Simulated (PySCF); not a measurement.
## Peak assignment

Bonds (- single, = double, # triple, : aromatic): Si1-O2, O2-C3, C3=C4, C4-O5, O5-C6, C6=C7, C7-C8, C8=C9, C9-Cl10, C8-C3. Si1 carries H11, H12, H13; C4 carries H14; C6 carries H15; C7 carries H16; C9 carries H17. Stereochemistry as in [SiH3]OC1=COC=C/C1=C/Cl.

All values are calculated (PySCF 2.14.0 with density-fitted response routines): geometry: GFN2-xTB, GIAO PBE0/pcSseg-1 shieldings. Isolated molecule, equivalent nuclei averaged, one computed conformer, non-relativistic.

References, each an isolated molecule treated in the same way: $^{13}$C (σ = 186.93 ppm) and $^{1}$H (σ = 31.72 ppm) against TMS.

(1) Assign these signals to the numbered atoms. $^{13}$C{$^{1}$H} NMR (computed): δ 148.5 (C), 147.1 (CH), 134.0 (CH), 132.4 (C), 115.4 (CH), 112.4 (CH).

(2) Assign these signals to the numbered atoms. $^{1}$H NMR (600 MHz, computed): δ 6.54 (d, 1H), 6.37 (s, 1H), 5.68 (d, 1H), 5.39 (s, 1H), 5.01 (s, 3H).

Results:

(1) 
| δ (ppm) | atoms | environment | reason |
| --- | --- | --- | --- |
| 148.5 | C3 | alkene carbon bearing oxygen | an sp2 carbon further deshielded by the attached heteroatom |
| 147.1 | C6 | alkene carbon bearing oxygen | – |
| 134.0 | C4 | alkene carbon bearing oxygen | – |
| 132.4 | C8 | fully substituted alkene carbon | as expected for a trigonal carbon in a double bond |
| 115.4 | C7 | β carbon of an enol-ether or enamine type C=C | – |
| 112.4 | C9 | alkene CH | an sp2 carbon of a C=C bond |

C3 and C6; C4 and C8 lie closer than the usual error of such a calculation, so a measured spectrum could show them in the other order.

(2) 
6.54 → H15, hydrogen on an alkene carbon bearing oxygen: a vinylic proton, deshielded by the sp2 carbon and the C=C anisotropy
6.37 → H14, hydrogen on an alkene carbon bearing oxygen
5.68 → H16, hydrogen on a β carbon of an enol-ether or enamine type C=C: a vinylic proton, deshielded by the sp2 carbon and the C=C anisotropy
5.39 → H17, hydrogen on an alkene CH: attached to an sp2 carbon and in the plane of the double bond
5.01 → H11/H12/H13, hydrogen on a silicon bonded to O

Carbons that carry Cl, above all several Cl atoms, come out too deshielded, partly because spin–orbit coupling is missing. Shifts are as computed. Against solution values, carbons near 30 ppm lie about +3 ppm off and those near 130 ppm about +5 ppm; carbons on Cl a further +6 ppm. Of 1309 compounds with measured shifts, 239 miss one by over three times the rms of a fit or turn the order of signals round; such compounds aren't used in these exercises. No couplings were computed; multiplicities are counted from neighbouring protons, with m where these are inequivalent, close in shift, in a saturated or five-membered ring or joined by F or P, and br s for small geminal =CH2 splittings.
